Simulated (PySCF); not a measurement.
A side-by-side comparison of computed properties.

First species: C3H8N (charge +1).
Numbering: `[CH2:1]1[CH2:2][NH2+:3][CH2:4]1` (hydrogens: H5, H6 on C1; H7, H8 on C2; H9, H10 on N3; H11, H12 on C4)

Second species: C3H4F5NSi.
Cartesian coordinates in Å at the GFN2-xTB level; atoms count from 1:
```xyz
14
C3H4F5NSi angstrom
F     -0.5399   -1.0348    1.4668
C     -1.5702   -0.5495    0.7717
F     -2.1297    0.4132    1.5084
F     -2.4613   -1.5258    0.6352
C     -1.0952    0.0215   -0.5887
F     -2.1885    0.4284   -1.2764
F     -0.5429   -0.9853   -1.3030
C     -0.1276    1.1899   -0.3666
N      1.0908    1.1030   -0.1911
Si     2.3055   -0.1314   -0.1017
H     -0.6444    2.1500   -0.3672
H      3.1579    0.2787   -1.2130
H      1.8910   -1.5276   -0.2130
H      2.8539    0.1692    1.2163
```

Levels: PBE0/def2-SVPD for HOMO energy, LUMO energy, HOMO–LUMO gap, static isotropic polarisability and electronic spatial extent ⟨r²⟩ about the centre of nuclear charge; TDDFT PBE0/def2-SVPD for lowest singlet excitation; TDA PBE0/def2-SVPD for lowest triplet excitation (Tamm–Dancoff); GFN2-xTB for rotational constant A and rotational constant C. Geometries: GFN2-xTB. Each species is one conformer at its optimised geometry, gas phase, non-relativistic unless stated. Electronic properties by PySCF.

The conformers computed, where there is a choice (atom-mapped SMILES and torsion angles):
- `[F:1][C:2]([F:3])([F:4])[C:5]([F:6])([F:7])/[CH:8]=[N:9]\[SiH3:10]`: F1–C2–C5–F6 177°, C2–C5–C8–N9 86°

```json
{"property": "HOMO energy", "column X": "-7.76 eV", "column Y": "-14.91 eV"}
{"property": "LUMO energy", "column X": "-1.83 eV", "column Y": "-4.78 eV"}
{"property": "HOMO–LUMO gap", "column X": "5.93 eV", "column Y": "10.13 eV"}
{"property": "lowest singlet excitation", "column X": "3.91 eV", "column Y": "8.83 eV"}
{"property": "lowest triplet excitation (Tamm–Dancoff)", "column X": "3.26 eV", "column Y": "8.63 eV"}
{"property": "static isotropic polarisability", "column X": "74.3 au", "column Y": "37.1 au"}
{"property": "electronic spatial extent ⟨r²⟩ about the centre of nuclear charge", "column X": "1578 bohr²", "column Y": "247 bohr²"}
{"property": "rotational constant A", "column X": "1.781 GHz", "column Y": "11.282 GHz"}
{"property": "rotational constant C", "column X": "0.749 GHz", "column Y": "6.323 GHz"}
```

Q: Which column belongs to which species?

A: Column X is the second species and column Y the first. The first has 12 atoms and 32 electrons, the second 14 and 88; their charges are +1 and 0, their HOMO energies -14.91 eV and -7.76 eV.

Q: How does each property change from the first species to the second?

A: HOMO energy +7.15 eV; LUMO energy +2.95 eV; HOMO–LUMO gap -4.20 eV; lowest singlet excitation -4.92 eV; lowest triplet excitation (Tamm–Dancoff) -5.37 eV; static isotropic polarisability +37.2 au; electronic spatial extent ⟨r²⟩ about the centre of nuclear charge +1331 bohr²; rotational constant A -9.501 GHz; rotational constant C -5.574 GHz.

On the first: No computed singlet falls in the visible range (750 to 380 nm, 1.65 to 3.26 eV); S1 lies 5.57 eV above its blue end. In wavenumbers S1 is 71200 cm⁻¹ (1 eV = 8065.54 cm⁻¹).

On the second: The principal polarisabilities are 62.7, 68.5 and 91.7 au; their mean is the isotropic value. No computed singlet falls in the visible range (750 to 380 nm, 1.65 to 3.26 eV); S1 lies 0.65 eV above its blue end.
